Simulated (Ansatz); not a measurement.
Two structures of GeH$_{8}$O$_{2}$, singlet, reached by relaxing down either side of one saddle point (PBE0-D4/def2-TZVP). Energies are electronic, without zero-point energy. Computed with Ansatz 0.2.0 (basis: def2-TZVPP and def2-QZVPP); correlated methods freeze the cores. Filled d shells of the heavier atoms are correlated. The def2 sets are not built for correlating such inner shells, so the correlated values are less sure here. Extrapolation: Hartree–Fock as exp(−7.88 √X), correlation as X^−2.97. First:

Ge1  (-0.575, -0.565, -1.685)
H2  (-0.468, -1.268, -0.319)
H3  (-0.790, -1.668, -2.739)
H4  (-1.771, 0.387, -1.694)
H5  (0.735, 0.162, -1.998)
H6  (0.310, 1.098, 1.177)
O7  (-0.128, 1.678, 0.535)
H8  (0.738, -1.081, 1.434)
O9  (0.964, -0.422, 2.100)
H10  (0.523, 2.344, 0.307)
H11  (0.461, -0.665, 2.881)
(Å)

Second:

Ge1  (-0.372, 0.548, -1.479)
H2  (-0.467, -2.813, 0.427)
H3  (0.478, -0.647, -1.936)
H4  (-1.674, 0.117, -0.806)
H5  (-0.618, 1.515, -2.651)
H6  (0.572, 0.431, 1.392)
O7  (0.503, 1.442, -0.188)
H8  (-0.225, -2.266, 0.879)
O9  (0.524, -0.240, 2.091)
H10  (1.348, 1.791, -0.480)
H11  (-0.069, 0.123, 2.750)
(Å)

Problem. Which bonds change from the first to the second?

Solution. GeH₄ + H₂O + H₂O → GeH₄O ([OH][GeH3]) + H₂O + H₂; bonds formed: Ge1–O7, H2–H8, H6–O9; bonds broken: Ge1–H2, H6–O7, H8–O9.

Problem. Give the saddle point's structure and its height above each. (Judge from chemistry; the value comes from the calculation.)

Solution. Computed: 209.2 kJ/mol above the first and 201.9 kJ/mol above the second (CCSD(T) at an estimated basis limit (MP2 extrapolated from triple and quadruple zeta, plus CCSD(T) − MP2 in triple zeta)).
```xyz
11
angstrom
Ge -0.4332 -0.0315 -1.2900
H -0.4590 -1.2158 0.1323
H 0.4684 -1.0706 -1.9908
H -1.9497 -0.2768 -1.3940
H -0.2069 1.2592 -2.1697
H 0.5975 0.4370 1.1509
O 0.2069 1.0724 0.1890
H 0.1143 -1.0509 1.0321
O 0.7489 -0.5110 1.8338
H 0.6936 1.8372 -0.1295
H 0.2194 -0.4492 2.6358
```

T1 diagnostic: at most 0.013.

Labels in which every atom is bracketed show which atoms are joined, not bond orders.

For scale, one of the runs: CCSD(T)/def2-TZVPP, 222 basis functions (an equivalent command: `ansatz run in.yaml --threads 4`). Time: 93 s of wall clock on 4 CPU threads; the host was shared. Peak host memory: 3.7 GiB.
